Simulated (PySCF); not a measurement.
## Dipole response of Zr⁺ (zirconium, charge +1)

[Kr] 4d2 5s1, high-spin 4F determinant. All numbers are calculated (PySCF 2.14, a scalar-relativistic core potential, in def2-TZVPPD with the def2 core potential (28 electrons) (6s4p3d2f1g, 56 functions)). Coupled (time-dependent) response in atomic units; α is the mean over directions.

```
 method  mean α (bohr³)  C₆ (like pair)  S(−4)
    UHF           76.67           694.3   4086
    PBE           55.85           471.0   1923
   PBE0           59.79           511.0   2266
LC-wPBE           71.27           636.2   3411
wB97M-V           68.35           591.4   3257
```

S(−4) is the Cauchy moment in α(ω) = α(0) + S(−4) ω² + …

Spin-orbit coupling is absent.

α(iu) at PBE0:

```
u (hartree)  α(iu) (bohr³)
          0          59.79
     0.0500          54.69
      0.100          44.05
      0.200          26.64
      0.300          17.75
      0.500          10.30
      0.750          6.616
       1.00          4.744
       1.50          2.827
       2.00          1.871
       3.00         0.9767
       5.00         0.3924
```

A single London oscillator, α(iu) = α/(1 + u²/ω²), gives C₆ = (3/4) ω α². Matching the computed C₆ needs ω = 4 × 511.0 / (3 × 59.79²) = 0.191 hartree.

For an ion, C₆ is the dispersion term alone; charge-induced terms of lower order in 1/R come first.

Energies and moments cover only the electrons outside the core potential.
